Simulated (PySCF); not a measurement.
## Two-dimensional NMR puzzle

Compound of formula C6H5F3. Correlations simulated from computed shifts and couplings:

HSQC (one-bond C–H):
```csv
δH,δC,"¹J(C,H) (Hz)"
1.21,0.4,176
0.89,11.5,172
0.83,11.5,174
```

COSY cross peaks (|J| ≥ 2 Hz):
```csv
δH,δH,abs. J (Hz),bonds
1.21,0.89,9.6,3
1.21,0.83,5.8,3
0.89,0.83,7.7,3
```

HMBC (two and three bonds, |J| ≥ 2.5 Hz):
```csv
δH,δC [abs. J in Hz]
1.21,"97.6 [3.2], 68.6 [4.6]"
0.89,97.6 [3.8]
0.83,"97.6 [7.3], 0.4 [2.8]"
```

Carbons without hydrogens: δ 119.4, 97.6, 68.6.

Single conformer, gas phase, non-relativistic, rapidly exchanging positions averaged. Geometry from PBE0-D3(BJ)/def2-SVP; couplings computed with B3LYP/pcJ-1 (spin–dipole term only in couplings to heteroatoms); σ from GIAO-PBE0/pcSseg-1; PySCF 2.14.0 with density-fitted response routines.

Scale: ¹H, ¹³C vs TMS (reference shieldings calculated alike).

Exchangeable hydrogens are left out of these lists, and C,H couplings along chains are those of one rotamer, so weak HMBC peaks may be missing or extra.

Assemble the structure.

Results:

`FC(F)(F)C#CC1CC1`.

Atom-mapped SMILES (the numbers label the heavy atoms): `[F:1][C:2]([F:3])([F:4])[C:5]#[C:6][CH:7]1[CH2:8][CH2:9]1`; H(Xn) means a hydrogen on atom n. Ha(C8), Ha(C9) are cis to C6 on the ring; Hb(C8), Hb(C9) are trans to C6 on the ring.

1. δC 119.4 is C2, a CF3 carbon.
2. δC 97.6 is C6, an alkyne carbon.
3. δC 68.6 is C5, an alkyne carbon.
4. δC 11.5 is C8/C9, a three-membered-ring carbon (δH 0.89, 0.83).
5. δC 0.4 is C7, a three-membered-ring carbon (δH 1.21).
6. HMBC from δH 1.21 reaches the proton-free carbons C6, C5.
7. HMBC from δH 0.89 reaches the proton-free carbon C6.
8. HMBC from δH 0.83 reaches the proton-free carbon C6.
9. COSY links 1.21–0.89, 1.21–0.83, 0.89–0.83.

The shifts were computed for this structure.

Common functionals overestimate the size of one-bond C–F couplings by tens of Hz; these are unscaled. Unscaled 3J(H,H) at this level run about 10 % above measured values. Shifts are as computed. Against solution values, carbons near 30 ppm lie about +2 ppm off and those near 130 ppm about +5 ppm. Of 1313 compounds with measured shifts, 239 miss one by over three times the rms of a fit or turn the order of signals round; such compounds aren't used in these exercises.
